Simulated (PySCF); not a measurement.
# Computed properties of Sn(I)(SH) (HISSn), SMILES [SH][Sn][I]

Sn(I)(SH) (HISSn), SMILES [SH][Sn][I] (connectivity only; charge and spin as stated), neutral, multiplicity 1. Geometry optimised at B3LYP-D3(BJ)/def2-SVP. The def2 effective core potentials stand for the cores of I, Sn; spin–orbit coupling is left out. The values are those of a single conformer. All values are computed for the isolated molecule unless a solvent is named; none is compared with measurement here.

**Structure.** The optimised structure has Cs symmetry. All 6 harmonic modes at B3LYP-D3(BJ)/def2-SVP (PySCF) are real, so it is a minimum. With heavy atoms numbered as in [Sn:1]([I:2])[SH:3], the shortest bond between them is Sn1–S3 at 2.470 Å and the longest Sn1–I2 at 2.776 Å.

**Vibrations.** The strongest infrared lines (harmonic, unscaled, degenerate partners summed) lie at 330 cm⁻¹ (36 km/mol, S 75 %, Sn 22 %), 187 cm⁻¹ (26 km/mol, Sn 52 %, I 47 %), 318 cm⁻¹ (14 km/mol, H 97 %). The softest mode is at 85 cm⁻¹ and the zero-point energy is 6.0 kcal/mol.

**Electronic structure.** PBE0/def2-TZVPD (PySCF) places the frontier levels at -7.14 and -3.01 eV, a gap of 4.13 eV, and gives a dipole moment of 3.33 D and a mean polarisability of 108.8 bohr³.

**Excitations.** TDDFT-ωB97X/def2-SVPD (PySCF) has S1 at 3.18 eV (390 nm, f = 0.011, weak); the most intense of the 10 singlets computed lies at 5.95 eV (f = 0.30). T1 (TDA) is at 2.56 eV. No vertical singlet excitation falls in the visible range (under 3.1 eV).
